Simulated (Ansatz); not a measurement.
Relative energy of two structures of BGaH4Si2

Structure I is a singlet given by its coordinates and structure II is `B1=[SiH][GaH][SiH2]1`, a singlet. Both are isolated molecules in the gas phase, relaxed with B3LYP/6-31G*.

I (Å):

```xyz
8

B     0.3813   -2.3341    2.9699
Ga    0.8213   -2.0978    0.9430
Si   -1.4718   -2.8837    2.7637
Si   -1.4749   -2.7717    0.5478
H     1.0589   -2.1788    3.9378
H    -2.5324   -3.2546    3.7498
H    -2.6362   -3.0770   -0.3510
H     1.9032   -1.7159   -0.1376
```

Close contacts (Å): B1–Ga2 2.09, B1–Si3 1.94, Ga2–Si4 2.43, Si3–Si4 2.22, B1–H5 1.19, Ga2–H8 1.58, Si3–H6 1.49, Si4–H7 1.50.

II (Å):

| atom | x (Å) | y (Å) | z (Å) |
| --- | --- | --- | --- |
| B | -1.0778 | -1.5324 | 1.6295 |
| Ga | -0.1359 | -3.4871 | 2.5784 |
| Si | -1.7867 | -2.0166 | 3.2668 |
| Si | 0.0425 | -2.3460 | 0.3194 |
| H | -2.5392 | -1.2812 | 4.3113 |
| H | 0.6242 | -4.7633 | 3.0631 |
| H | 1.4132 | -1.8270 | 0.0803 |
| H | -0.4953 | -3.0126 | -0.8949 |

Energies in hartree; the thermal terms are from B3LYP/6-31G* harmonic frequencies (ideal gas, rigid rotor, one conformer each, 298.15 K, 1 atm) and include the zero-point energy:

|  | I | II |
| --- | --- | --- |
| E, CCSD(T)/def2-SVP | −2528.124235 | −2528.111408 |
| E, MP2/def2-SVP | −2528.066067 | −2528.053333 |
| E, MP2/def2-TZVPP | −2528.618425 | −2528.605619 |
| zero-point energy | 0.036125 | 0.035117 |
| H(298 K) − E | 0.043810 | 0.043179 |
| G(298 K) − E | 0.004595 | 0.003483 |

Correct the CCSD(T) difference for the basis set by the MP2 change, then work out ΔE, ΔE₀, ΔH and ΔG for I → II in kJ/mol (1 Eh = 2625.50 kJ/mol) and the equilibrium ratio [II]/[I].

1. Differences II − I: CCSD(T) +0.012827, MP2 in the small set +0.012734, MP2 in the large set +0.012806 Eh.
2. ΔE = +0.012827 + (+0.012806 − (+0.012734)) = +0.012899 Eh = +33.87 kJ/mol.
3. ΔE₀ = ΔE + ΔZPE = +0.012899 + (−0.001008) Eh = +31.22 kJ/mol.
4. ΔH = ΔE + (−0.000631) Eh = +32.21 kJ/mol.
5. ΔG = ΔE + (−0.001112) Eh = +30.95 kJ/mol, so ΔS = (ΔH − ΔG)/T = +4.2 J/(mol K).
6. kT = 0.9442 mEh, so K = [II]/[I] = exp(−ΔG/kT) = exp(−12.48) ≈ 3.8 × 10^−6.

Structure I is favoured at this temperature. An error of 4 kJ/mol in ΔG would change K by a factor of 5. Mirror images and further conformers aren't counted.

Other levels gave ΔE = +51.2 (B3LYP/6-31G*); +59.1 (HF/def2-SVP); +33.4 (MP2/def2-SVP); +33.7 (CCSD(T)/def2-SVP) kJ/mol. The correlated steps freeze 20 core orbitals; the filled d shell of Ga is correlated, in a basis made for valence electrons. Programs: Ansatz 0.2.0 (Pople sets with spherical d functions).
